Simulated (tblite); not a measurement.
Compound: C₄H₆B₂NP.
Bonds: C1–C2 (triple), C2–B3, B3–C4, C4–C5 (triple), B3–N6, N6–B7, B7–P8. Hydrogens: H9 on C1; H10 on C5; H11 on N6; H12 on B7; H13, H14 on P8.

Computed with GFN2-xTB (tblite), gas phase: L-BFGS steps from a force-field or distance-geometry start until the largest atomic force falls under 0.01 eV/Å.

Geometry at step 40:
```
atom  x, y, z in Å
C1     -2.1657    2.4815    0.0884
C2     -1.6136    1.4202    0.2403
B3     -0.9837    0.0699    0.5141
C4     -1.8325   -1.1821    0.5964
C5     -2.3581   -2.2480    0.4043
N6      0.4230   -0.1741    0.6336
B7      1.5569    0.4324    0.0676
P8      3.3291    0.0607    0.6405
H9     -2.6170    3.4259   -0.0607
H10    -2.8581   -3.1640    0.2653
H11     0.5902   -1.0144    1.1974
H12     1.4256    1.3374   -0.6509
H13     3.2890   -1.3035    0.9648
H14     3.8141   -0.1424   -0.6432
```

Task: What forces act on the atoms?

Result: 
| atom | Fx (eV/Å) | Fy (eV/Å) | Fz (eV/Å) |
| --- | --- | --- | --- |
| C1 | 0.069 | 0.008 | -0.031 |
| C2 | 0.060 | 0.087 | -0.030 |
| B3 | 0.079 | -0.017 | -0.107 |
| C4 | -0.146 | -0.006 | -0.117 |
| C5 | -0.117 | -0.082 | 0.061 |
| N6 | 0.271 | -0.295 | 0.314 |
| B7 | -0.244 | 0.059 | 0.524 |
| P8 | 0.048 | -0.273 | -0.138 |
| H9 | 0.055 | -0.193 | 0.030 |
| H10 | -0.008 | 0.014 | 0.061 |
| H11 | 0.053 | 0.314 | -0.339 |
| H12 | -0.094 | 0.143 | -0.205 |
| H13 | -0.135 | 0.278 | -0.160 |
| H14 | 0.109 | -0.037 | 0.137 |

The largest, 0.58 eV/Å, acts on B7; the rms over all components is 0.174 eV/Å. The forces sum to zero within rounding, as they must for an isolated molecule in no field.

Task: Give the force on B7 in Eh/bohr and in nN.

Result: 0.581 eV/Å ÷ 51.422 = 0.01130 Eh/bohr, and 0.581 eV/Å × 1.602 = 0.93 nN.

Task: How far is this geometry from the end of the optimisation?

Result: 0.211 eV above it, and 0.550 Å rms away after alignment. The bonds farthest from their final lengths, with half the difference of the two atoms' forces along the bond (positive lengthens):

```tsv
bond	now (Å)	final (Å)	force along bond (eV/Å)
P8–H13	1.403	1.385	-0.27
N6–H11	1.026	1.014	-0.45
B3–N6	1.433	1.425	+0.14
B7–H12	1.163	1.171	+0.25
P8–H14	1.387	1.381	-0.13
C1–H9	1.057	1.052	-0.09
```

The angle farthest from its final value is B3–C4–C5, 165.4° against 179.9°.

Of the 2 listed bonds off by 0.010 Å or more, this force points towards the final length in 2.

What follows is the cost of the whole relaxation. Hardware: one thread of an Arm Neoverse N1, shared host with 64 logical CPUs at a one-minute load of 59. Cost: 1.3 s.
